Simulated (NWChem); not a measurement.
System: Sb, quartet

Computed with NWChem. Spin-unrestricted. Medium grid unless said otherwise, to which SCAN and Minnesota functionals are sensitive. No stability test was run on the SCF state. def2 effective core potentials on Sb; no spin-orbit coupling. Total energies of different functionals are on different scales.

```
level                                 energy (Ha)  highest occupied level (eV)  lowest empty minus highest occupied level, either spin (eV)  <S²>
------------------------------------  -----------  ---------------------------  -----------------------------------------------------------  ----
B3LYP/def2-SVP                          -240.2881                        -6.07                                                         3.06  3.75
PBE/def2-SVP                            -240.2017                        -5.38                                                         1.99  3.75
M06-2X/def2-SVP                         -240.1491                        -7.32                                                         5.19  3.75
MPW1K/def2-SVP                          -240.3105                        -7.27                                                         5.38  3.75
BP86/def2-SVP                           -240.3297                        -5.46                                                         1.82  3.75
MN15/def2-SVP                           -239.6581                            …                                                            …  3.75
LDA (Slater exchange, VWN5)/def2-SVP    -239.8303                        -5.43                                                         1.63  3.75
BLYP/def2-SVP                           -240.1567                        -5.04                                                         1.48  3.75
M05-2X/def2-SVP                         -240.1577                        -7.60                                                         5.15  3.75
MN15-L/def2-SVP                         -239.4137                        -5.48                                                         2.62  3.75
```

Task: Fill in the missing entries.

Result: 
- MN15/def2-SVP, highest occupied level (eV): -6.86
- MN15/def2-SVP, lowest empty minus highest occupied level, either spin (eV): 4.99
